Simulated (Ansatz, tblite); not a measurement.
Removing an electron: GeF2⁻. The state is a doublet with charge -1. Geometry: PBE-D4/def2-TZVPD. Ansatz, gas phase; energy differences of separate SCF runs; the oxidised species is a singlet (the triplet lies 3.62 eV higher at PBE0-D4/def2-TZVPD).

Cartesian coordinates in Å:
```
Ge 0.5009 0.6431 -0.1963
F 0.2721 -0.3366 1.3822
F -0.7730 -0.3065 -1.1859
```

The xTB rows come from tblite. Correlated methods freeze 11 core orbitals; core or outer-core shells of Ge are correlated, in sets that lack core-valence functions. The structure comes from a short search, and lower isomers may exist.

Problem. Estimate orbital energies and vertical ionisation energies at: GFN1-xTB; GFN2-xTB; HF/def2-TZVPPD; PBE-D4/def2-TZVPD; r2SCAN-D4/def2-TZVPD; PBE0-D4/def2-TZVPD; MP2/def2-TZVPPD; CCSD/def2-TZVPPD; CCSD(T)/def2-TZVPPD.

Solution. 
```csv
level,−HOMO (eV),vertical IE (eV),−LUMO (eV),HOMO–LUMO gap (eV),remarks
GFN1-xTB,–,5.01,–,–,–
GFN2-xTB,–,3.59,–,–,–
HF/def2-TZVPPD,–,0.79,–,–,–
PBE-D4/def2-TZVPD,-2.13,0.89,-3.34,1.20,HOMO above zero (-1 doublet)
r2SCAN-D4/def2-TZVPD,-1.85,1.08,-3.75,1.90,HOMO above zero (-1 doublet)
PBE0-D4/def2-TZVPD,-1.13,1.05,-4.14,3.01,HOMO above zero (-1 doublet)
MP2/def2-TZVPPD,–,0.87,–,–,–
CCSD/def2-TZVPPD,–,0.97,–,–,–
CCSD(T)/def2-TZVPPD,–,0.94,–,–,–
```

  A HOMO above zero means that the electron is unbound at that level or that self-interaction error raises the level; the energy of removing that electron tells which. HOMO and LUMO are the levels of the spin that leaves or enters (xTB has no such levels and no spin-polarisation term). Other spin states of the ions may lie lower, which would lower the ionisation energy or raise the affinity. Raw xTB energy differences between charge states are shifted by several eV; the methods need an empirical correction for them.
